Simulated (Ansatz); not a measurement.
System: HO (charge +1, triplet). 
Geometry from a B3LYP-D3(BJ)/def2-TZVP (Ansatz, a first-principles code) optimisation:
```xyz
2

O      0.0000     0.0000    -0.1156
H      0.0000     0.0000     0.9251
```
Charge +1, spin multiplicity 3.

Basis-set convergence of Hartree-Fock and CCSD(T) correlation energies (hartree) with Ansatz. Correlated levels leave the core frozen unless marked. UHF or UKS for open shells. No spin-orbit coupling. No relativistic terms.

| basis | functions | E(HF) | E(corr, CCSD(T)) |
|---|---|---|---|
| aug-cc-pVDZ | 32 | -74.98510 | -0.13282 |
| aug-cc-pVTZ | 69 | -75.00385 | -0.16756 |
| aug-cc-pVQZ | 126 | -75.00899 | -0.17834 |

Extrapolating the two largest sets (X = 3 and 4) as X^-3: E(corr) = (64·(-0.17834) - 27·(-0.16756))/37 = -0.1862 Eh, an estimate of the basis-set limit. The largest set recovers 95.8 % of it, the smallest 71.3 %.
